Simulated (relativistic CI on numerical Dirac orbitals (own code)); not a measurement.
## Hyperfine structure of Sb⁸⁺, mass number 121

Method of calculation: Dirac-Coulomb-Breit CI, separate exchange-only KLI orbitals for each configuration, a model potential for QED, unscaled Slater integrals (own radial code, finite nucleus).

CI space (outside the closed core [Ar] 3d10): 4s²4p⁶4d⁷, 4s²4p⁵4d⁸, 4s²4p⁶4d⁶4f, 4s²4p⁶4d⁶5s, 4s²4p⁶4d⁶5p, 4s²4p⁴4d⁹, 4s²4p⁶4d⁵5s², 4s4p⁶4d⁸, 4s²4p⁶4d⁵5s5p, 4s²4p⁶4d⁶5d, 4s²4p⁶4d⁵5p², 4s²4p⁶4d⁶6s, 4s²4p⁶4d⁶6p, 4p⁶4d⁹, 4s²4p⁶4d⁶6d, 4s²4p⁵4d⁷5s. Levels of other configurations are missing.

Nuclear spin I = 5/2, μ = 3.358 μN, Q = -0.543 b (tables of Stone and Pyykkö). The electronic factors are computed for point nuclear moments, without core polarisation or the Bohr-Weisskopf and QED corrections.

```json
{"Level": "4s²4p⁶4d⁷ ⁴F9/2", "E (cm⁻¹)": "0.0", "A (MHz)": "1690", "B (MHz)": "-657"}
{"Level": "4s²4p⁶4d⁷ ⁴F7/2", "E (cm⁻¹)": "8142.2", "A (MHz)": "1861", "B (MHz)": "-508"}
{"Level": "4s²4p⁶4d⁷ ⁴F5/2", "E (cm⁻¹)": "11822.1", "A (MHz)": "2145", "B (MHz)": "-475"}
{"Level": "4s²4p⁶4d⁷ ⁴F3/2", "E (cm⁻¹)": "13776.8", "A (MHz)": "3255", "B (MHz)": "-181"}
{"Level": "4s²4p⁶4d⁷ ⁴P5/2", "E (cm⁻¹)": "23982.4", "A (MHz)": "925.8", "B (MHz)": "1010"}
{"Level": "4s²4p⁶4d⁷ ²G9/2", "E (cm⁻¹)": "27007.0", "A (MHz)": "2199", "B (MHz)": "581"}
{"Level": "4s²4p⁶4d⁷ ⁴P1/2", "E (cm⁻¹)": "27848.4", "A (MHz)": "-1382", "B (MHz)": ""}
{"Level": "4s²4p⁶4d⁷ ²G7/2", "E (cm⁻¹)": "34107.2", "A (MHz)": "2957", "B (MHz)": "448"}
```

Levels with J = 0, under 50 % of one LS term, or S terms without an open s electron are left out. Small factors come from cancelling terms and can be off by tens of per cent or more.

At this charge configurations can still be misplaced by up to about 7 % of their energy. Terms inside the open d or f shell come out 10 to 20 % too wide with unscaled integrals. Levels and lines within the n = 5 or 6 shells can be off by up to 10 % or somewhat more, and those that change n by about 2 %, since core polarisation is missing.

Question: Give the hyperfine levels of 4s²4p⁶4d⁷ ⁴F9/2 relative to its centre of gravity.

Answer: With K = F(F + 1) − I(I + 1) − J(J + 1), E = AK/2 + B[¾K(K + 1) − I(I + 1)J(J + 1)]/[2I(2I − 1)J(2J − 1)]: F = 2: -23540, F = 3: -18270, F = 4: -11330, F = 5: -2766, F = 6: 7325, F = 7: 18850 MHz.

LS names give the leading component of a level, which can be under half, so a name can repeat, a term be missing and a line seem to break the LS rules.
